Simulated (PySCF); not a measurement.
## SMILES CC[C@@H]1C[C@H]1CN, C₆H₁₃N

Geometry:
```
atom   x (Å)   y (Å)   z (Å)
  C1  -2.967   0.269   0.005
  C2  -1.626   0.743  -0.534
  C3  -0.478  -0.145  -0.125
  C4   0.194   0.040   1.207
  C5   0.926   0.374  -0.064
  C6   2.097  -0.474  -0.504
  N7   3.363  -0.186   0.143
  H8  -3.211  -0.740  -0.365
  H9  -2.956   0.220   1.105
 H10  -3.787   0.940  -0.295
 H11  -1.665   0.803  -1.636
 H12  -1.425   1.771  -0.184
 H13  -0.576  -1.186  -0.458
 H14   0.506  -0.852   1.760
 H15  -0.150   0.862   1.842
 H16   1.043   1.445  -0.275
 H17   2.235  -0.375  -1.595
 H18   1.849  -1.537  -0.332
 H19   3.246  -0.236   1.154
 H20   3.641   0.774  -0.054
```

Level of theory: PySCF 2.14.0, TDDFT B3LYP/def2-SVPD circular dichroism and optical rotation, one conformer, gas phase. Geometry: PBE0-D3(BJ)/def2-SVP.

The molecule is flexible and this is one conformer; a measurement averages over conformers. States above about 6.6 eV lie in this functional's continuum (it starts at minus the energy of the highest occupied orbital, well below the true ionisation energy for most functionals) and depend on the basis.

Problem. Draw the ECD and absorption spectra from the lowest 16 states, each a Gaussian of half-width 0.35 eV at 1/e height.

Solution. 
| E (eV) | λ (nm) | Δε (L mol⁻¹ cm⁻¹) | ε (L mol⁻¹ cm⁻¹) |
| --- | --- | --- | --- |
| 5.59 | 222 | +0.96 | 141 |
| 5.74 | 216 | +2.70 | 400 |
| 5.89 | 211 | +5.27 | 793 |
| 6.04 | 205 | +7.01 | 1120 |
| 6.19 | 200 | +6.18 | 1220 |
| 6.34 | 196 | +3.14 | 1220 |
| 6.49 | 191 | -0.11 | 1370 |
| 6.64 | 187 | -2.25 | 1630 |
| 6.79 | 183 | -3.06 | 1690 |
| 6.94 | 179 | -2.41 | 1470 |
| 7.09 | 175 | -0.38 | 1340 |
| 7.24 | 171 | +2.04 | 1680 |
| 7.39 | 168 | +3.08 | 2470 |
| 7.54 | 165 | +1.26 | 3340 |
| 7.69 | 161 | -3.88 | 3940 |
| 7.84 | 158 | -11.26 | 4060 |
| 7.99 | 155 | -17.21 | 3640 |

Δε uses R in velocity form, ε uses f in length form. Only the states computed contribute, so the short-wavelength end is incomplete.
